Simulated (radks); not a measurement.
Isoelectronic series with 50 electrons, all held in the configuration [Kr] 4d10 5s2 5p2, which need not be the ground one along the series. All-electron calculation, Dirac Kohn-Sham, PBEsol, spin-unpolarised, spherical densities, point nucleus; open shells fill j = l - 1/2 first. Program: a radial shooting solver on a logarithmic mesh with Libxc functionals. Total energies (hartree) and mean radii <r> (bohr) (* marks an orbital that is empty in some or all of the ions):

ion	E (hartree)	5p3/2*	5p1/2	5s1/2	4d5/2	4d3/2
Sn	-6176.27231	3.307	3.148	2.401	1.107	1.092
Sb+	-6480.40165	2.703	2.601	2.160	1.035	1.022
Te2+	-6792.93716	2.366	2.285	1.976	0.9742	0.9622
I3+	-7113.89974	2.134	2.065	1.830	0.9213	0.9102
Xe4+	-7443.32150	1.958	1.896	1.709	0.8749	0.8645
Cs5+	-7781.2415	1.817	1.760	1.607	0.8338	0.8239
Ba6+	-8127.7038	1.700	1.647	1.519	0.7969	0.7874
La7+	-8482.7569	1.601	1.551	1.441	0.7635	0.7544
Ce8+	-8846.4526	1.515	1.467	1.373	0.7333	0.7244
Pr9+	-9218.8461	1.439	1.394	1.311	0.7055	0.6969
Nd10+	-9599.9960	1.372	1.328	1.256	0.6801	0.6717
Pm11+	-9989.9636	1.312	1.269	1.205	0.6565	0.6483
Sm12+	-10388.8133	1.258	1.216	1.159	0.6347	0.6266
Eu13+	-10796.6125	1.208	1.168	1.116	0.6144	0.6064
Gd14+	-11213.4316	1.163	1.123	1.077	0.5955	0.5876
Tb15+	-11639.3439	1.122	1.082	1.041	0.5778	0.5700
Dy16+	-12074.4260	1.083	1.044	1.007	0.5612	0.5534
Ho17+	-12518.7576	1.048	1.009	0.9749	0.5455	0.5378
Er18+	-12972.4216	1.014	0.9763	0.9452	0.5308	0.5231
Tm19+	-13435.5043	0.9834	0.9456	0.9173	0.5168	0.5092
Yb20+	-13908.0957	0.9545	0.9169	0.8910	0.5037	0.4961
Lu21+	-14390.2892	0.9272	0.8899	0.8662	0.4912	0.4836
Hf22+	-14882.1823	0.9016	0.8644	0.8427	0.4793	0.4718
